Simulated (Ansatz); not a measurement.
A nudged elastic band was laid between two geometries of Cl3FH3OSTa (10 atoms, charge 0, multiplicity 1).

Computed with RKS PBE/def2-SVP (Ansatz 0.2.0).

```
movable images  : 7
climbing image  : yes
spring          : 5.0 eV/Å²
optimiser       : quadratic models (default)
start path      : through a guess of the saddle point
force threshold : 0.05 eV/Å
iteration limit : 60
end points      : relaxed
```

Initial state:

```xyz
10
Properties=species:S:1:pos:R:3
Ta -0.062 -0.072 0.329
F 1.691 -0.801 0.501
Cl -0.199 -0.186 2.699
Cl 0.554 0.602 -1.851
Cl -1.822 1.506 0.328
O -1.041 -1.598 -0.082
H -1.854 -2.119 -0.173
S 1.418 2.307 0.885
H 1.320 2.265 2.246
H 2.651 1.721 0.907
```

Final state:

```xyz
10
Properties=species:S:1:pos:R:3
Ta -0.388 0.475 0.380
F 1.655 -0.671 0.526
Cl -0.485 0.261 2.726
Cl 0.306 0.986 -1.808
Cl -2.362 1.633 0.228
O -0.852 -1.312 0.023
H -0.343 -2.144 -0.016
S 1.555 2.070 0.843
H 1.516 2.058 2.208
H 2.053 0.269 0.679
```

**Question.** What changes between the two ends?

**Answer.** Bonds broken: S8–H10.

**Question.** What energy profile does the band end with?

**Answer.** The run converged. The highest image is number 7 of 0 to 8, 0.71 eV above the first end and 0.01 eV above the last; the last end lies 0.70 eV above the first. A vibrational analysis at the climbing image gives one clearly imaginary mode, 271i cm⁻¹: a first-order saddle point. The orbitals stay closed-shell, which can raise the energy where a bond breaks towards radicals; this wasn't checked here.

```csv
image,path coordinate (Å),energy (eV),S8–H10 (Å)
0,0.00,0.00,1.36
1,0.45,0.00,1.36
2,0.89,0.01,1.36
3,1.34,0.02,1.36
4,1.79,0.08,1.36
5,2.24,0.19,1.37
6,2.68,0.44,1.41
7,3.13,0.71,1.68
8,3.36,0.70,1.88
```

**Question.** What is the geometry of the highest image?

**Answer.** 
```xyz
10
Properties=species:S:1:pos:R:3:forces:R:3
Ta -0.365 0.429 0.360 0.00 0.00 0.00
F 1.575 -0.645 0.570 0.00 0.01 0.00
Cl -0.538 0.317 2.709 0.00 0.00 0.00
Cl 0.356 0.963 -1.814 0.00 0.00 0.00
Cl -2.322 1.621 0.149 0.00 0.00 0.00
O -0.876 -1.343 0.015 0.01 -0.01 0.00
H -0.383 -2.185 -0.008 -0.01 0.01 0.00
S 1.633 2.039 0.855 0.00 0.00 0.00
H 1.570 2.024 2.219 0.00 0.00 0.00
H 2.005 0.405 0.734 0.00 0.00 0.00
```

**Question.** What are the harmonic wavenumbers there?

**Answer.** 271i, 66, 116, 125, 139, 148, 167, 182, 199, 264, 341, 348, 381, 390, 412, 459, 503, 635, 700, 882, 1066, 1377, 2602, 3729 cm⁻¹.

The run took 6.9 min on 4 threads of Arm Neoverse V1, with other jobs on the host, peak memory 0.25 GiB.
